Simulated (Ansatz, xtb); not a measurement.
## AlFHNSi: 4 structures ranked

4 gas-phase structures of AlFHNSi, found in a search over its isomers (lower ones may exist). Each was relaxed with GFN2-xTB:

A. a singlet given by its coordinates
B. `N#[Si][AlH][F]`, a singlet
C. `[F][Al]1[NH][Si]1`, a singlet
D. `[F][AlH][N]=[Si]`, a singlet

A (Å):

```tsv
atom	x (Å)	y (Å)	z (Å)
Al	1.7578	-2.0384	0.8556
F	2.7286	-1.3320	2.0379
N	0.0196	-1.2289	-2.3473
Si	0.3875	-2.2828	-1.1910
H	0.1872	-0.2706	-2.5975
```

Close contacts (Å): Al1–F2 1.68, Al1–Si4 2.48, N3–Si4 1.61, N3–H5 1.00.

**Question.** Estimate their order in r2SCAN-D4/def2-SVP energy at these geometries, lowest first.

**Answer.** Calculated order at r2SCAN-D4/def2-SVP: D (0.000), C (0.942), A (2.915), B (3.524) eV.

Energies above the lowest of each column, in eV; the last columns are at B3LYP/6-31G* geometries and were run for some of them only (a dash: not run or not comparable):

```
structure  GFN2-xTB  HF/STO-3G  r2SCAN-D4/def2-SVP  B3LYP/6-31G*  CCSD(T)/def2-TZVPP
        D     0.000      0.000               0.000         0.000               0.000
        C     1.384      1.951               0.942         1.107               1.041
        A     1.734      4.250               2.915             –                   –
        B     1.387      3.896               3.524             –                   –
```

Every level run on D puts it lowest or level with the lowest. Flexible structures stand in one conformer each, not always the lowest. Frequencies (B3LYP/6-31G*) were run for C, D alone.

Over these structures GFN2-xTB departs from r2SCAN-D4/def2-SVP by 0.940 eV on average once a common shift is removed. A GFN2-xTB relaxation took about 0.13 s and the r2SCAN-D4/def2-SVP energy about 2 s on a shared host (Ansatz 0.2.0, xtb 6.7.1 (Pople sets with spherical d functions)).
